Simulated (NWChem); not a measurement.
Species: CH4MgOS; SMILES C[S][Mg][OH]

```xyz
8

Mg     0.1522    -1.0377     0.0000
O     -0.2249    -2.7563     0.0000
H     -0.3429    -3.6998    -0.0007
S      0.6442     1.2126     0.0000
C     -0.9998     2.0229     0.0000
H     -1.5816     1.7860    -0.9021
H     -0.8206     3.1069     0.0107
H     -1.5907     1.7701     0.8918
```
Atoms are numbered in this order, from 1.

The geometry was optimised at PBE0/def2-SVP.

Q: List the 6 lowest vertical singlet excitations from B3LYP/def2-SVPD, TDA (NWChem).

A: 
```json
[
 {"state": "S1", "energy (eV)": "3.86", "oscillator strength": "0.024", "leading excitation (squared amplitude)": "HOMO → LUMO (0.99)"},
 {"state": "S2", "energy (eV)": "4.65", "oscillator strength": "0.000", "leading excitation (squared amplitude)": "HOMO → LUMO+1 (0.98)"},
 {"state": "S3", "energy (eV)": "5.04", "oscillator strength": "0.063", "leading excitation (squared amplitude)": "HOMO−1 → LUMO (0.76)"},
 {"state": "S4", "energy (eV)": "5.40", "oscillator strength": "0.035", "leading excitation (squared amplitude)": "HOMO−3 → LUMO (0.97)"},
 {"state": "S5", "energy (eV)": "5.40", "oscillator strength": "0.043", "leading excitation (squared amplitude)": "HOMO−2 → LUMO (0.99)"},
 {"state": "S6", "energy (eV)": "5.65", "oscillator strength": "0.116", "leading excitation (squared amplitude)": "HOMO → LUMO+2 (0.47)"}
]
```
